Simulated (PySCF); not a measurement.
Job file and geometry (Å, from GFN2-xTB) of an NMR shielding run on SMILES C=CB(C)C#N, C4H6BN, GIAO PBE0/pcSseg-1 NMR shielding, non-relativistic, gas phase in PySCF 2.14.0, density-fitted response routines; density fitting, a coarse starting grid and PySCF grid level 2 are the driver's defaults:

```
$ OMP_NUM_THREADS=1 python probes_run.py task.json out

{"job": {"kind": "nmr", "xc": "PBE0", "basis": "pcSseg-1"}, "charge": 0, "multiplicity": 1}
C      1.669695    -1.114730    -0.001292
C      1.193778     0.094439    -0.300364
B     -0.271863     0.550783    -0.080840
C     -1.463325    -0.395299     0.314453
C     -0.584059     2.030045    -0.282250
N     -0.815228     3.145600    -0.434388
H      2.702055    -1.388172    -0.157830
H      1.044564    -1.882726     0.425165
H      1.897106     0.811463    -0.712399
H     -2.023436     0.006515     1.158587
H     -2.177014    -0.445070    -0.509418
H     -1.171077    -1.413533     0.554549
```

**Question.** Write the output of this run.

**Answer.** 
```
coarse grid: 10216 points
cycle   1  E = -235.2134983263  dE =  5.517e-01  |g| = 4.294e-01  |ddm| = 3.028e+00
cycle   2  E = -235.1649315560  dE =  4.857e-02  |g| = 6.510e-01  |ddm| = 7.543e-01
cycle   3  E = -235.2543578699  dE = -8.943e-02  |g| = 1.918e-01  |ddm| = 4.396e-01
cycle   4  E = -235.2623536562  dE = -7.996e-03  |g| = 4.025e-02  |ddm| = 1.313e-01
cycle   5  E = -235.2626639906  dE = -3.103e-04  |g| = 1.745e-02  |ddm| = 3.329e-02
cycle   6  E = -235.2627377661  dE = -7.378e-05  |g| = 3.837e-03  |ddm| = 1.341e-02
cycle   7  E = -235.2627420184  dE = -4.252e-06  |g| = 5.784e-04  |ddm| = 3.901e-03
final grid: 99264 points
cycle   8  E = -235.2951619098  dE = -2.605e-05  |g| = 7.037e-03  |ddm| = 2.256e-02
cycle   9  E = -235.2951590133  dE =  2.897e-06  |g| = 7.944e-03  |ddm| = 1.052e-02
cycle  10  E = -235.2951735720  dE = -1.456e-05  |g| = 2.041e-03  |ddm| = 5.778e-03
cycle  11  E = -235.2951745165  dE = -9.445e-07  |g| = 3.770e-04  |ddm| = 1.340e-03
cycle  12  E = -235.2951745470  dE = -3.049e-08  |g| = 1.025e-04  |ddm| = 3.183e-04
cycle  13  E = -235.2951745491  dE = -2.190e-09  |g| = 4.980e-05  |ddm| = 1.097e-04
cycle  14  E = -235.2951745498  dE = -6.353e-10  |g| = 7.295e-06  |ddm| = 3.590e-05
converged SCF energy = -235.2951745498

GIAO shielding tensors (ppm)
atom      isotropic    diamagn.    paramagn.     s11        s22        s33       span
  0 C       30.318     254.428    -224.110    -96.261     19.003    168.213    264.473
  1 C       38.042     257.717    -219.675    -84.968     20.874    178.220    263.189
  2 B       42.604     189.020    -146.415    -37.510     43.655    121.668    159.178
  3 C      176.539     253.451     -76.912    145.115    186.148    198.354     53.238
  4 C       53.240     261.583    -208.343    -71.354    -60.932    292.007    363.361
  5 N     -116.725     337.865    -454.589   -300.566   -228.637    179.029    479.596
  6 H       24.564      28.710      -4.145     21.725     24.482     27.486      5.761
  7 H       24.649      32.039      -7.390     21.037     24.380     28.529      7.492
  8 H       24.526      30.871      -6.346     21.252     23.910     28.416      7.164
  9 H       30.683      29.546       1.137     26.562     29.110     36.378      9.816
 10 H       30.963      29.379       1.584     26.850     28.907     37.132     10.282
 11 H       30.169      32.183      -2.014     26.062     29.437     35.007      8.945
```

Size and cost of the density-fitted run: 132 basis functions, 21 s wall time on 1 thread of an Arm Neoverse N1, shared host; peak memory 0.65 GiB.
